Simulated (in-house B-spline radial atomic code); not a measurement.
What moves the levels of the carbon ion C⁺ ([He] 2s2 2p1)? Method: Dirac-Hartree-Fock, average of configuration, Fermi nucleus of rms radius 2.4702 fm. Calculated with an all-electron radial atomic-structure program (B-spline basis).

Baseline run (computed): total energy -37.3087 hartree, 1s1/2 at -11.90338 hartree, 2p3/2 at -24.612 eV with <r> = 1.472 bohr.

Scaling the speed of light c (a factor of 100 is close to the non-relativistic limit):

| c/c0 | ΔE (hartree) | 2p3/2 level (eV) | 2p3/2 <r> (bohr) |
| --- | --- | --- | --- |
| 0.95 | -0.0017851 | -24.6114 | 1.472 |
| 0.98 | -0.00068128 | -24.6119 | 1.472 |
| 1.02 | 0.00064155 | -24.6125 | 1.472 |
| 1.5 | 0.0091742 | -24.6164 | 1.472 |
| 100 | 0.016505 | -24.6198 | 1.472 |

(1) The nuclear charge is raised by 0.1. What does the Hellmann-Feynman theorem predict for the energy, and what is found?

Answers

(1) dE/dZ ≈ -Σ<1/r>, which is -14.1565 at the start and -14.4331 at the end; their mean times 0.1 is -1.4295 hartree, and the two runs differ by -1.4295 hartree.
